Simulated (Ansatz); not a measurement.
Si(OMe)2Cl2 (C2H6Cl2O2Si), relaxed as a singlet with RKS r2SCAN-D4/def2-SVP in Ansatz, starting from the GFN2-xTB geometry. Force threshold 0.02 eV/Å.

Start:

```xyz
13

Si    0.160    0.342    0.210
O     0.523   -0.246   -1.240
C     1.487    0.194   -2.161
H     1.302    1.232   -2.445
H     1.412   -0.445   -3.040
H     2.489    0.116   -1.734
O    -1.006   -0.677    0.633
C    -1.752   -0.741    1.820
H    -1.098   -0.920    2.675
H    -2.454   -1.566    1.716
H    -2.301    0.190    1.981
Cl   -0.495    2.250    0.109
Cl    1.731    0.271    1.477
```

```tsv
step	energy (eV)	largest force component (eV/Å)	SCF passes
1	-39172.9789	0.783	17
2	-39173.0867	0.359	19
3	-39173.1085	0.082	19
4	-39173.1151	0.059	19
5	-39173.1180	0.035	19
6	-39173.1182	0.003	20
```

Force components are those of the run's own axes.

End:

```xyz
13

Si    0.095    0.192    0.123
O     0.530   -0.325   -1.358
C     1.536    0.247   -2.176
H     1.306    1.301   -2.411
H     1.576   -0.324   -3.113
H     2.524    0.197   -1.685
O    -1.096   -0.791    0.636
C    -1.765   -0.705    1.881
H    -1.062   -0.836    2.721
H    -2.515   -1.508    1.918
H    -2.278    0.266    1.992
Cl   -0.550    2.150    0.053
Cl    1.699    0.135    1.418
```

By distances, no bond broke or formed. The bond that changes most is Si1–Cl12, from 2.02 to 2.06 Å (atoms count from 1).

No frequencies were taken in this run, so the end may be a saddle point.

It took 21 s on 4 threads of Intel Xeon on a shared host.
